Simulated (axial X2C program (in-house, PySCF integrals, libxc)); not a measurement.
**Correcting the dissociation energy of CuSn for spin–orbit coupling**

A spin-free PBE0 curve (one-electron X2C) was computed with an axial X2C code built on PySCF integrals, basis Sn dyall-cv3z [11s12p9d4f1g], Cu dyall-cv3z [9s9p6d3f2g] (cores contracted in-house), for the state M_S = 1/2, Λ = 1 (beyond evenly filled blocks: π+α). It gives D0 = 1.922 eV to Sn + Cu, which in a spin-free picture are the weighted means of the ground terms.

Measured levels of the ground terms (NIST Handbook of Basic Atomic Spectroscopic Data), in cm⁻¹: Sn 3P: J = 0 at 0, J = 1 at 1691.8, J = 2 at 3427.7; Cu 2S: J = 1/2 at 0.

The two components of the molecular doublet are 2086 cm⁻¹ apart in the PBE0 2c search (Ω = 1/2 lower), so the lower one lies 1043 cm⁻¹ under their mean.

**Question.** How far does each ground level lie under the (2J+1)-weighted mean of its term?

**Answer.** Sn: (1 × 0 + 3 × 1691.8 + 5 × 3427.7)/9 = 2468 cm⁻¹; Cu: a single level, 0.

**Question.** Correct D0.

**Answer.** D0 = 1.922 + (1043 − 2468)/8065.5 = 1.745 eV at PBE0 with these spin–orbit terms.

Second-order spin–orbit effects in the molecule, which grow quickly with Z, are left out. The state is one determinant whose occupation by symmetry is held fixed; it was picked as the lowest of a PBE0 search that is not exhaustive. Dissociation energies refer to the lowest single-determinant-based atoms at the same level and basis. The functionals have no current-density term, which raises determinants with orbital currents, atoms included.
